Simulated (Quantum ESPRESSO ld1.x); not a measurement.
Species: Hf LXIII. Configuration: [Ne]. Calculated with ld1.x of Quantum ESPRESSO 7.5: scalar-relativistic Kohn-Sham, LDA (Slater exchange, VWN5 correlation), spin-unpolarised, spherical densities, point nucleus.

Radial electron density D(r) = 4 pi r^2 rho(r):

| r (bohr) | D(r) (e/bohr) |
|---|---|
| 0.000697 | 3.753 |
| 0.0007673 | 4.375 |
| 0.0008446 | 5.093 |
| 0.0009223 | 5.850 |
| 0.001015 | 6.795 |
| 0.001117 | 7.883 |
| 0.00123 | 9.131 |
| 0.001354 | 10.56 |
| 0.00149 | 12.19 |
| 0.001628 | 13.88 |
| 0.001792 | 15.96 |
| 0.001972 | 18.30 |
| 0.002171 | 20.94 |
| 0.00239 | 23.88 |
| 0.00263 | 27.15 |
| 0.002872 | 30.45 |
| 0.003162 | 34.38 |
| 0.00348 | 38.66 |
| 0.003831 | 43.26 |
| 0.004217 | 48.17 |
| 0.004642 | 53.34 |
| 0.005069 | 58.25 |
| 0.005579 | 63.71 |
| 0.006142 | 69.19 |
| 0.00676 | 74.54 |
| 0.007442 | 79.62 |
| 0.008126 | 83.89 |
| 0.008945 | 87.97 |
| 0.009846 | 91.25 |
| 0.01084 | 93.60 |
| 0.01193 | 94.87 |
| 0.01313 | 95.00 |
| 0.01434 | 94.13 |
| 0.01579 | 92.19 |
| 0.01738 | 89.45 |
| 0.01913 | 86.22 |
| 0.02105 | 82.95 |
| 0.02318 | 80.14 |
| 0.02531 | 78.41 |
| 0.02786 | 77.90 |
| 0.03066 | 79.14 |
| 0.03375 | 82.23 |
| 0.03715 | 86.98 |
| 0.04057 | 92.34 |
| 0.04466 | 98.49 |
| 0.04916 | 103.9 |
| 0.05411 | 107.4 |
| 0.05957 | 108.0 |
| 0.06557 | 104.9 |
| 0.0716 | 98.50 |
| 0.07881 | 88.09 |
| 0.08676 | 74.92 |
| 0.0955 | 60.29 |
| 0.1051 | 45.65 |
| 0.1157 | 32.34 |
| 0.1264 | 22.12 |
| 0.1391 | 13.55 |
| 0.1531 | 7.608 |
| 0.1685 | 3.884 |
| 0.1855 | 1.787 |
| 0.2042 | 0.7328 |
| 0.223 | 0.2900 |
| 0.2454 | 0.09251 |
| 0.2702 | 0.02539 |

D(r) has 2 maxima, at r = 0.0126, 0.0577 bohr, and minima at 0.0274 bohr, inside which lie 2.03 electrons.
